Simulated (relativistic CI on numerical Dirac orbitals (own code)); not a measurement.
**Charge states of mercury**

Calculated at this level of theory: Dirac-Coulomb-Breit CI, KLI orbitals optimised for each configuration, a model potential for QED, valence Slater integrals scaled by 0.9 (own radial code, finite nucleus).

Each species is treated in one configuration, given outside its closed core. Radial values are for the open shell of highest l, unscaled and averaged over j; ζ includes the Breit term. Labels give the leading LS character, summed over repeated terms.

```tsv
Ion	Configuration	Its lowest level	LS weight (%)	ζ (cm⁻¹)	g_J	g√(J(J+1))	⟨r⟩ (bohr)	⟨r²⟩ (bohr²)
Hg24+	4d¹⁰4f¹⁰	⁵I8	77	10820	1.215	10.31	0.426	0.2106
Hg25+	4d¹⁰4f⁹	⁶H°15/2	68	11190	1.277	10.20	0.4198	0.204
Hg26+	4d¹⁰4f⁸	⁷F6	67	11570	1.428	9.25	0.4138	0.1978
Hg27+	4d¹⁰4f⁷	⁸S°7/2	70	11950	1.891	7.51	0.4081	0.1919
Hg28+	4d¹⁰4f⁶	J = 0 (mixed)	44	12350		0.00	0.4026	0.1864
Hg29+	4d¹⁰4f⁵	J = 5/2 (mixed)	48	12750	0.517	1.53	0.3972	0.1811
Hg30+	4d¹⁰4f⁴	⁵I4	69	13160	0.674	3.01	0.3921	0.1762
Hg31+	4d¹⁰4f³	⁴I°9/2	75	13570	0.776	3.86	0.3871	0.1715
Hg32+	4d¹⁰4f²	³H4	84	14000	0.830	3.71	0.3823	0.167
Hg33+	4d¹⁰4f	²F°5/2	100	14440	0.853	2.52	0.3777	0.1627
Hg34+	4d¹⁰	¹S0	100			0.00		
Hg35+	4d⁹	²D5/2	100	82210	1.196	3.54	0.3925	0.1762
Hg36+	4d⁸	³F4	87	83630	1.213	5.43	0.3897	0.1737
Hg37+	4d⁷	⁴F9/2	59	85060	1.227	6.10	0.3869	0.1712
Hg38+	4d⁶	J = 4 (mixed)	40	86510	1.251	5.60	0.3841	0.1688
Hg39+	4d⁵	J = 5/2 (mixed)	26	87970	1.301	3.85	0.3814	0.1664
Hg40+	4d⁴	³P0	60	89440		0.00	0.3788	0.1641
Hg41+	4d³	J = 3/2 (mixed)	45	90930	0.718	1.39	0.3761	0.1618
Hg42+	4d²	?	?	?	?	?	?	?
Hg43+	4d	²D3/2	100	93950	0.794	1.54	0.371	0.1574
Hg44+	3d¹⁰4s²4p⁶	¹S0	100			0.00		
Hg45+	3d¹⁰4s²4p⁵	²P°3/2	100	764500	1.328	2.57	0.3684	0.1538
Hg46+	3d¹⁰4s²4p⁴	³P2	69	774100	1.339	3.28	0.3665	0.1522
Hg47+	3d¹⁰4s²4p³	J = 3/2 (mixed)	48	783700	1.352	2.62	0.3646	0.1507
```

Problem. Fill in the row of Hg42+.

Solution. Its lowest level ³F2; LS weight (%) 74; ζ (cm⁻¹) 92430; g_J 0.765; g√(J(J+1)) 1.87; ⟨r⟩ (bohr) 0.3736; ⟨r²⟩ (bohr²) 0.1596.
